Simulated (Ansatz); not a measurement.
C$_{2}$H$_{6}$BN, SMILES `[BH3-][N+]#CC`, relaxed with RKS PBE0-D4/def2-TZVP in the Gaussian-basis code of Ansatz from a PBE-D4/def2-SVP geometry. The force threshold is 0.005 eV/Å; the program also tests the step.

The species carries charge 0 and has multiplicity 1.

Start:

```xyz
10

B    -0.271    1.208    1.676
N    -0.078    0.328    0.457
C     0.073   -0.348   -0.482
C     0.266   -1.187   -1.648
H    -1.083    2.078    1.356
H    -0.699    0.477    2.572
H     0.836    1.678    1.946
H     1.076   -0.779   -2.286
H     0.543   -2.217   -1.342
H    -0.665   -1.237   -2.249
```

Question: By how much does the energy fall, and how many steps does the optimiser take? (Best estimate.)

Answer: Ansatz gave: 6.76 kJ/mol, in 17 steps, 3 of them rejected.

Question: Which bonds change most? (Estimate.)

Answer: Ansatz gave: N2–C3 from 1.166 to 1.142 Å; B1–H7 from 1.233 to 1.211 Å; B1–H5 from 1.233 to 1.211 Å; B1–H6 from 1.233 to 1.211 Å.

Question: Give the relaxed structure. (Best estimate.)

Answer: The calculation gave: 
```xyz
10

B    -0.271    1.207    1.675
N    -0.072    0.317    0.440
C     0.076   -0.346   -0.479
C     0.265   -1.181   -1.640
H    -1.183    1.955    1.399
H    -0.538    0.453    2.585
H     0.781    1.785    1.836
H     1.172   -0.883   -2.168
H     0.357   -2.225   -1.335
H    -0.588   -1.081   -2.313
```
